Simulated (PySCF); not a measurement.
C₆H₇F₃.
SMILES: `FC(C=C1CCC1)(F)F`

Vertical excitations from PySCF (density fitting, frozen core in the response, grid level 2 and gas phase unless stated; continuum runs use non-equilibrium linear response for the excitations) on a GFN2-xTB geometry. Reference run:

```csv
settings,"S1, eV (f)","S2, eV (f)","S3, eV (f)","S4, eV (f)","S5, eV (f)","S6, eV (f)","T1, eV (Tamm–Dancoff)",mean α (au)
"PBE0/def2-SVPD, full TDDFT, 6 singlets",6.70 (0.344),7.02 (0.000),7.29 (0.003),7.46 (0.001),7.85 (0.006),8.07 (0.000),4.13,72.0
```

**Question.** What do these settings give: HCTH407/IGLO-II, start guess huckel, full TDDFT, 6 singlets?

**Answer.** 
```tsv
settings	S1, eV (f)	S2, eV (f)	S3, eV (f)	S4, eV (f)	S5, eV (f)	S6, eV (f)	T1, eV (Tamm–Dancoff)	mean α (au)
HCTH407/IGLO-II, start guess huckel, full TDDFT, 6 singlets	6.30 (0.243)	6.52 (0.000)	6.87 (0.000)	6.91 (0.002)	7.38 (0.000)	7.56 (0.002)	–	67.3
```

S1 moves by -0.40 eV; functional and basis change together, so the shift can't be laid on one. States are counted by energy in each run and needn't keep their character from row to row.

**Question.** Give the leading configurations of S1 (H = HOMO, L = LUMO) and the HOMO–LUMO gap of each run.

**Answer.** 
```json
{"settings": "PBE0/def2-SVPD, full TDDFT, 6 singlets", "S1 configurations (weight)": "H→L 0.96", "S1 (eV)": "6.70", "orbital gap (eV)": "7.14", "S1 − gap (eV)": "-0.44"}
{"settings": "HCTH407/IGLO-II, start guess huckel, full TDDFT, 6 singlets", "S1 configurations (weight)": "H→L 0.87", "S1 (eV)": "6.30", "orbital gap (eV)": "5.05", "S1 − gap (eV)": "+1.25"}
```

The values belong to the conformer `[F:1][C:2]([F:3])([F:4])[CH:5]=[C:6]1[CH2:7][CH2:8][CH2:9]1`: F1–C2–C5–C6 21°.
